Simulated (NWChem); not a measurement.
# C₂H₆OSi; SMILES C=CO[SiH3]

```xyz
10

C      0.0739     2.3663    -0.0829
C     -0.3519     1.1228     0.1354
O      0.4521     0.0406     0.0344
Si    -0.0348    -1.5619    -0.0368
H      1.1077     2.5647    -0.3739
H     -0.6152     3.2029     0.0352
H     -1.3920     0.9205     0.4316
H     -0.5525    -1.9002    -1.3959
H      1.1700    -2.3740     0.2720
H     -1.1140    -1.8032     0.9697
```
Atoms are numbered in this order, from 1.

All runs: NWChem. Structure relaxed at the PBE0/def2-SVP level. Level: PBE0/def2-SVP with SMD (1 M gas to 1 M solution), gas-phase geometry. Reactions with the solvent are ignored.

```json
[
 {"solvent": "water", "dielectric constant": "78.4", "solvation free energy (kcal/mol)": "1.0", "cavity-dispersion-structure term (kcal/mol)": "4.3", "dipole in solution (D)": "1.64"},
 {"solvent": "ethanol", "dielectric constant": "24.9", "solvation free energy (kcal/mol)": "-1.8", "cavity-dispersion-structure term (kcal/mol)": "1.3", "dipole in solution (D)": "1.61"},
 {"solvent": "toluene", "dielectric constant": "2.37", "solvation free energy (kcal/mol)": "-1.8", "cavity-dispersion-structure term (kcal/mol)": "?", "dipole in solution (D)": "?"},
 {"solvent": "2-propanol", "dielectric constant": "19.3", "solvation free energy (kcal/mol)": "-1.9", "cavity-dispersion-structure term (kcal/mol)": "1.1", "dipole in solution (D)": "1.60"}
]
```

Q: What belongs in the gaps?

A: 
- toluene, cavity-dispersion-structure term (kcal/mol): -0.3
- toluene, dipole in solution (D): 1.37
